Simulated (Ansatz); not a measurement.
The cluster Mo₄⁺, relaxed as a doublet with UKS PBE-D4/def2-SVP in Ansatz, starting from the GFN2-xTB geometry. Force threshold 0.02 eV/Å.

In the def2 sets Mo takes a core potential; there is no spin–orbit coupling. Another isomer (doublet) lies 0.16 eV lower at PBE0-D4/def2-TZVP; other spin states weren't run for this one.

Start:

```xyz
4

Mo   -0.8749    1.4587   -1.2428
Mo    0.1185   -0.7758   -0.9937
Mo    0.8876   -1.4528    1.2406
Mo   -0.1312    0.7699    0.9960
```

Estimate the energy that the relaxation releases and the steps that it takes.

2.63 eV, in 35 steps; 80 s on 4 threads of Intel Xeon Platinum 8488C on a shared host. The force fell under the threshold at step 6, but the optimiser went on and released 0.578 eV more. No frequencies were taken in this run, so the end may be a saddle point.

Does the start keep its bonding and symmetry?

Bonds formed: Mo1–Mo3 (atoms count from 1). Point group D2h at the start, D2 at the end, both within 0.05 Å.

Predict the relaxed structure.


```xyz
4

Mo   -0.2972    1.1332   -1.0114
Mo   -0.2099   -1.0012   -1.1625
Mo    0.9462   -0.8550    0.8770
Mo   -0.4390    0.7229    1.2969
```
Bond lengths (bridged metal pairs left out): 6 × Mo–Mo 2.14 to 3.01 Å.
